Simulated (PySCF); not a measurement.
CH4NO, SMILES NC=[OH+], charge +1.

The structure is a stationary point at B3LYP-D3(BJ)/def2-TZVP. The isomer is the one that the SMILES or the coordinates give; other isomers of the formula were not compared. Other conformers were not sampled.

Method: TDDFT-CAM-B3LYP/def2-SVPD (PySCF).

Vertical excitations. The molecule is in vacuum. State labels are in the subgroup Cs.

```json
[
 {"state": "S1", "symmetry": "A'", "energy (eV)": "8.29", "λ (nm)": "149", "f": "0.282", "main pairs": "HOMO→LUMO 97 %"},
 {"state": "S2", "symmetry": "A\"", "energy (eV)": "8.65", "λ (nm)": "143", "f": "0.005", "main pairs": "HOMO−1→LUMO 99 %"},
 {"state": "S3", "symmetry": "A\"", "energy (eV)": "9.41", "λ (nm)": "132", "f": "0.001", "main pairs": "HOMO→LUMO+1 97 %"},
 {"state": "S4", "symmetry": "A\"", "energy (eV)": "10.41", "λ (nm)": "119", "f": "0.004", "main pairs": "HOMO−3→LUMO 91 %"},
 {"state": "S5", "symmetry": "A\"", "energy (eV)": "10.45", "λ (nm)": "119", "f": "0.012", "main pairs": "HOMO→LUMO+2 90 %"},
 {"state": "S6", "symmetry": "A\"", "energy (eV)": "10.86", "λ (nm)": "114", "f": "0.012", "main pairs": "HOMO→LUMO+3 87 %"},
 {"state": "S7", "symmetry": "A'", "energy (eV)": "11.43", "λ (nm)": "108", "f": "0.053", "main pairs": "HOMO−1→LUMO+1 83 %"},
 {"state": "S8", "symmetry": "A'", "energy (eV)": "11.59", "λ (nm)": "107", "f": "0.108", "main pairs": "HOMO−2→LUMO 94 %"},
 {"state": "S9", "symmetry": "A\"", "energy (eV)": "12.27", "λ (nm)": "101", "f": "0.004", "main pairs": "HOMO→LUMO+4 61 %, HOMO→LUMO+6 31 %"},
 {"state": "S10", "symmetry": "A\"", "energy (eV)": "12.48", "λ (nm)": "99", "f": "0.005", "main pairs": "HOMO→LUMO+6 61 %, HOMO→LUMO+4 28 %"},
 {"state": "T1", "symmetry": "A'", "energy (eV)": "5.68", "λ (nm)": "218", "f": "0", "main pairs": "HOMO→LUMO 98 %"},
 {"state": "T2", "symmetry": "A\"", "energy (eV)": "8.06", "λ (nm)": "154", "f": "0", "main pairs": "HOMO−1→LUMO 97 %"},
 {"state": "T3", "symmetry": "A'", "energy (eV)": "8.86", "λ (nm)": "140", "f": "0", "main pairs": "HOMO−2→LUMO 97 %"},
 {"state": "T4", "symmetry": "A\"", "energy (eV)": "9.09", "λ (nm)": "136", "f": "0", "main pairs": "HOMO→LUMO+1 95 %"}
]
```
Triplets are in the Tamm–Dancoff approximation, which puts them higher than full response would, so one can lie above its singlet here.
